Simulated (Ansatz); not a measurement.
Input file for `FCC[SiH3]`:

```yaml
crystal:
  periodic: [false, false, false]
  atoms:
    - {symbol: F, position_ang: [-1.194546, 1.426130, 0.765727]}
    - {symbol: C, position_ang: [0.174689, 1.206440, 0.718166]}
    - {symbol: C, position_ang: [0.460911, -0.259512, 0.498518]}
    - {symbol: Si, position_ang: [-0.403760, -0.993293, -1.008079]}
    - {symbol: H, position_ang: [0.574209, 1.815696, -0.098923]}
    - {symbol: H, position_ang: [0.591128, 1.568640, 1.663075]}
    - {symbol: H, position_ang: [1.540979, -0.386839, 0.365180]}
    - {symbol: H, position_ang: [0.184185, -0.836193, 1.386827]}
    - {symbol: H, position_ang: [-1.867216, -1.120125, -0.800480]}
    - {symbol: H, position_ang: [-0.151610, -0.132027, -2.195589]}
    - {symbol: H, position_ang: [0.156430, -2.345816, -1.273724]}
basis:
  gaussian: {orbitals: def2-SVP}
correlation: {method: ccsd_t}
```

```sh
$ ansatz run in.yaml --threads 2 --pin off --events-out ev --progress --plain --max-ram 4352MiB
```

Log, shortened:

```
Functional definition: HF
946 factors; integrals over basis functions are off by at most 1.3e-3 eV
mean field evaluation 1: about -12731.3370 eV, gradient 2.7e1 eV
mean field evaluation 2: about -12731.3992 eV, gradient 2.7e1 eV
mean field evaluation 4: about -12733.4120 eV, gradient 3.3e0 eV
mean field evaluation 8: about -12733.4444 eV, gradient 1.6e-1 eV
mean field -12733.44449713 eV, -467.9454542307 hartree, gradient 1.7e-6 eV, S^2 0.000000; 0 other end points of the search recorded, 0 dependent functions left out
8 core orbitals not correlated: weight in the atoms' cores, before any rotation towards them, 1.000 or more for the frozen orbitals, at most 0.000 for the correlated occupied ones
reference -12733.44449713 eV, -467.9454542307 hartree; 13, 13 occupied and 74, 74 virtual orbitals, 946 factors
second order -15.56598984 eV of doubles, -0.00000000 eV of singles
cycle   1  -16.47768782 eV  change   -9.1e-1 eV  update   8.6e-2
cycle   2  -16.92056282 eV  change   -4.4e-1 eV  update   2.5e-2
cycle   3  -17.00577817 eV  change   -8.5e-2 eV  update   1.1e-2
cycle   4  -17.00431667 eV  change    1.5e-3 eV  update   2.6e-3
cycle   5  -17.00383990 eV  change    4.8e-4 eV  update   9.3e-4
cycle   6  -17.00382479 eV  change    1.5e-5 eV  update   2.7e-4
cycle   7  -17.00372114 eV  change    1.0e-4 eV  update   8.6e-5
cycle   8  -17.00368982 eV  change    3.1e-5 eV  update   2.5e-5
perturbative correction -0.39719599 eV, -0.0145966833 hartree
Total energy: -12750.84538294 eV, -468.5849249895 hartree
```

It took 5.5 s on 2 threads of an Arm Neoverse V1 on a shared host, with 0.37 GiB of host memory at the peak.

MP2 recovers 89.5 % of the CCSD(T) correlation energy and the triples give 2.3 %; T1 = 0.0098.
